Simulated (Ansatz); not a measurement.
Isomers of Si2N2H8

2 of its isomers, all singlets with charge 0: A = `NN([SiH3])[SiH3]`; B = `N[SiH2][SiH2]N`.

Shapes, held fixed at every level: PBE0-D4/def2-TZVP. Flexible molecules stand in one conformer, not always the lowest. Programs: Ansatz 0.2.0.

A:

```xyz
12

N    -1.1059    0.9530   -0.6196
N    -0.0904    0.0877   -0.0977
Si   -0.1134   -0.2436    1.5967
Si    0.9589   -0.4339   -1.3699
H    -2.0230    0.5591   -0.4360
H    -1.0519    1.8603   -0.1683
H     1.0136   -1.1511    1.9234
H    -1.4102   -0.8714    1.9816
H     0.0030    1.0252    2.3716
H     1.6338    0.7214   -2.0184
H     0.2084   -1.1829   -2.4122
H     1.9771   -1.3239   -0.7511
```

B:

```xyz
12

N    -1.0979    1.3612   -0.6007
Si    0.2375    1.2748    0.4949
Si    0.9064   -0.9776    0.4226
N    -0.3056   -1.7544   -0.5357
H    -1.0112    0.8802   -1.4830
H    -1.6087    2.2233   -0.7111
H     1.3908    2.1794    0.1897
H    -0.2521    1.6813    1.8418
H     1.0902   -1.5195    1.8062
H     2.2161   -1.1619   -0.2629
H    -1.2684   -1.5106   -0.3601
H    -0.2198   -2.7317   -0.7677
```

Electronic energies in kJ/mol, without zero-point or thermal terms.

| level | kind | B − A |
| --- | --- | --- |
| SPW92/def2-TZVPP | LDA | -163.9 |
| PBE0-D4/def2-TZVPP | global hybrid | -167.6 |
| B2PLYP/def2-TZVPP | double hybrid | -158.7 |
| MP2/def2-SVP | perturbation theory | -134.7 |
| CCSD/def2-SVP | coupled cluster or CI | -130.4 |
| CCSD/def2-TZVPP | coupled cluster or CI | -158.6 |
| CCSD(T)/CBS estimate | coupled cluster or CI | -163.9 |

The highest level, CCSD(T)/CBS estimate, puts B lowest of these. All levels agree on that. The B − A difference spans -167.6 to -130.4 kJ/mol over the levels. The CBS estimate extrapolates MP2 from def2-TZVPP and def2-QZVPP and adds CCSD(T) − MP2 in the triple-zeta set, cores frozen.
